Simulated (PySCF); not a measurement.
NICS in isomers of C6H10N2.

Definitions: NICS(0) = −σiso at the ring centroid; NICS(1) = −σiso and NICS(1)zz = −σzz at ±1 Å along the ring normal z. Level: GIAO PBE0/pcSseg-1 (PySCF, non-relativistic, gas phase) on the GFN2-xTB geometries, one conformer each. Atom numbers follow the mapped SMILES.

**Question.** Order these rings by mean NICS(1)zz, lowest (most negative) first (ppm).
A. ring C3–C4–C5–N6–C7–C8 in `[H]/[N:1]=[CH:2]\[C@@H:3]1[CH2:4][CH:5]=[N:6][CH2:7][CH2:8]1`
B. ring C2–N3–C4–N5–C7 in `[CH3:1][c:2]1[n:3][cH:4][n:5]([CH3:6])[c:7]1[CH3:8]`
C. ring C3–C4–C5–N6–N8 in `[CH3:1][CH2:2][c:3]1[cH:4][cH:5][n:6]([CH3:7])[n:8]1`

**Answer.** C (-29.3), B (-28.2), A (1.4).

```csv
SMILES,ring,NICS(0),NICS(1),NICS(1)zz,HOMA,rms pucker (Å),ring atoms with four or more neighbours
CCc1ccn(C)n1,5-membered ring with 2 N; formal bonds all aromatic,-12.9,-11.6,-29.3,0.96,0.00,0
Cc1ncn(C)c1C,5-membered ring with 2 N; formal bonds all aromatic,-12.4,-11.0,-28.2,0.91,0.00,0
[H]/N=C\[C@@H]1CC=NCC1,"6-membered ring with N; formal bonds 1 double, 5 single",0.0,-2.3,1.4,–,0.20,4
```

NICS(0) gives the same order. The isotropic NICS(1) gives the same order. HOMA uses Krygowski's 1993 parameters; it is left out where a ring has a four-coordinate atom, a triple bond, no multiple bond or a kind of bond without parameters. NICS(1) and NICS(1)zz are means over the two faces.
